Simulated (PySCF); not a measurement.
PbF₂, SMILES [F][Pb][F] (connectivity only; charge and spin as stated), neutral, multiplicity 1.

Geometry: PBE-D3(BJ)/def2-TZVP. The def2 effective core potentials stand for the cores of Pb; spin–orbit coupling is left out.

Level of theory: B3LYP/def2-TZVPD in PySCF.

Gas-phase values at a fixed geometry.

Computed frontier levels, gap, dipole moment and polarisability:
```yaml
highest_occupied_level: -8.97 eV
lowest_empty_level: -3.27 eV
orbital_gap: 5.70 eV
dipole_moment: 5.15 D
quadrupole, principal values (traceless, Buckingham form, about the centre of nuclear charge): -9.08, -1.57, 10.65 D·Å
mean_static_polarisability: 38.4 bohr³ (5.69 Å³)
polarisability_principal_values: 30.6, 40.8, 43.8 bohr³
```
